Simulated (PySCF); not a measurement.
Cd(Br)(SMe) (CH3BrCdS), SMILES C[S][Cd][Br].

Geometry optimised at B3LYP-D3(BJ)/def2-SVP. The structure was generated by enumeration; whether it is a known compound was not checked. The def2 effective core potentials stand for the cores of Cd; spin–orbit coupling is left out. One conformer was computed; it need not be the lowest.

Level of theory: PySCF with r2SCAN/def2-TZVP.

Isolated molecule, no solvent.

The total energy is -3180.12394 hartree, the point group is Cs and the highest occupied level is -6.03 eV. The lowest empty level comes out as -2.47 eV, the orbital gap comes out as 3.55 eV and the dipole moment is 2.33 D. The quadrupole, principal values (traceless, Buckingham form, about the centre of nuclear charge) is -11.02, 1.34, 9.68 D·Å, the mean static polarisability comes out as 86.3 bohr³ (12.79 Å³) and the polarisability, principal values comes out as 58.5, 67.3, 133.2 bohr³.
